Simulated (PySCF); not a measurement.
# How methods differ on the excitation energy of S

S [Ne] 3s2 3p4 (3P) → S [Ne] 3s1 3p4 3d1 (high-spin determinant), as a difference of total energies. All numbers are calculated (PySCF 2.14, scalar relativity by spin-free X2C-1e, in aug-cc-pVQZ-DK (7s6p4d3f2g, 84 functions)). Correlated levels: valence: [Ne] frozen. The calculations carry no spin-orbit coupling.

| method | excitation energy (eV) |
| --- | --- |
| UHF | 18.276 |
| LDA | 18.800 |
| PBE | 18.538 |
| PBE0 | 18.761 |
| r2SCAN | 18.352 |
| M06 | 19.222 |
| B97-3 | 19.259 |
| PW91 | 18.565 |
| SCS-MP2 (valence) | 19.054 |

**Question.** Estimate what MP2 (valence) gives.

**Answer.** 18.832 eV, closest to LDA among the rows shown.

**Question.** Estimate what BHandHLYP gives.

**Answer.** 19.269 eV, closest to B97-3 among the rows shown.

The upper state lies above the first ionisation limit, where it may autoionise and the basis confines it.

The promoted electron is Rydberg-like, and one or two diffuse shells describe it only roughly, which tends to raise the upper state.

In the upper state the promoted electron has a positive orbital energy at LDA, PBE, r2SCAN, M06, PW91, so the basis confines it.

The determinant of the upper state mixes LS terms, which raises its energy above the lowest term, most at the Hartree-Fock and MP2 levels.
